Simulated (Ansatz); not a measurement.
# Two structures, one formula

Two relaxed structures of CH₅GeO (charge +1), closed shell (PBE0-D4/def2-TZVP; forces vanish, vibrations not checked).

A:

O1  (-1.217, -0.237, -0.003)
C2  (-0.382, 0.926, -0.390)
Ge3  (0.766, -0.510, 0.127)
H4  (-1.743, -0.590, -0.736)
H5  (-0.465, 1.179, -1.442)
H6  (-0.571, 1.751, 0.289)
H7  (1.164, -1.500, -0.955)
H8  (1.046, -0.745, 1.599)
(Å)

B:

O1  (0.111, -1.281, 0.637)
C2  (0.083, 1.571, -0.393)
Ge3  (-0.753, 0.045, -0.544)
H4  (-1.574, -0.910, -1.371)
H5  (-0.323, 2.427, -0.920)
H6  (0.688, -1.002, 1.363)
H7  (0.344, -2.177, 0.353)
H8  (0.821, 1.745, 0.380)
(Å)

Computed with Ansatz 0.2.0 (basis: def2-TZVPP); correlated methods freeze the cores. Filled d shells of the heavier atoms are correlated. The def2 sets are not built for correlating such inner shells, so the correlated values are less sure here. B3LYP uses VWN-RPA correlation.

Q: Which structure is lower at CCSD(T), and by how much? (To be estimated.)

A: By the calculation: A, by 0.214 eV (electronic energy, against the other). By their contacts, A is CH₅GeO ([CH2]1[OH][GeH2]1), total charge +1 and B is CH₅GeO ([CH2][GeH][OH2]), total charge +1.

All methods give the same order:

| method | E(B) − E(A) (eV) |
| --- | --- |
| PBE-D4 | 0.278 |
| r2SCAN-D4 | 0.296 |
| PBE0-D4 | 0.353 |
| B3LYP-D4 | 0.241 |
| wB97M-V | 0.348 |
| HF | 0.462 |
| MP2 | 0.210 |
| CCSD | 0.265 |
| CCSD(T) | 0.214 |

No T1 diagnostic of these runs exceeds 0.013. The restricted Hartree–Fock reference is unstable towards an unrestricted one at one or more of these structures.

Labels in which every atom is bracketed show which atoms are joined, not bond orders.

For scale, one of the runs: CCSD(T)/def2-TZVPP, 180 basis functions, launched by `ansatz run in.yaml --threads 2 --pin off --events-out ev --progress --plain --max-ram 4352MiB`. Hardware: 2 CPU threads of an Arm Neoverse V1, shared host. Wall time 67 s; peak host memory 1.8 GiB.
